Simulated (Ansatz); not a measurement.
Two isomers of C3H9BSi: A = `C=C([SiH3])BC`, B = `C=C[SiH2]BC`.

Program: Ansatz. Geometries: PBE0-D4/def2-TZVP. ΔE: electronic, gas phase. CCSD(T)/CBS adds triple-zeta CCSD(T) − MP2 to the extrapolated MP2 energy (def2 sets, frozen cores). DFT in def2-TZVPP. Each species was taken in one conformer, which may not be the lowest.

Problem. Which isomer does CCSD(T)/CBS put lower? Give the gap. (An estimate is asked.)

Solution. The calculation gave: A, by 11.5 kcal/mol.

Problem. Give E(B) − E(A) in kcal/mol with r2SCAN-D4, PBE0-D4, ωB97M-V, CCSD/def2-TZVPP, MP2/def2-TZVPP, PBE-D4, B2PLYP. (Estimate.)

Solution. Ansatz gave: r2SCAN-D4 11.0, PBE0-D4 10.6, ωB97M-V 12.1, CCSD/def2-TZVPP 11.4, MP2/def2-TZVPP 13.5, PBE-D4 10.0, B2PLYP 11.8. None reverses the order clearly.

Largest T1 diagnostic: 0.012.

The D4 term adds +0.9 kcal/mol with B3LYP and +0.4 kcal/mol with PBE0; it sums over pairs of atoms, weighted by their polarisabilities, and B3LYP, whose exchange is more repulsive, gets the larger term.

B3LYP here is the variant with VWN-RPA as its local correlation; programs differ in this.
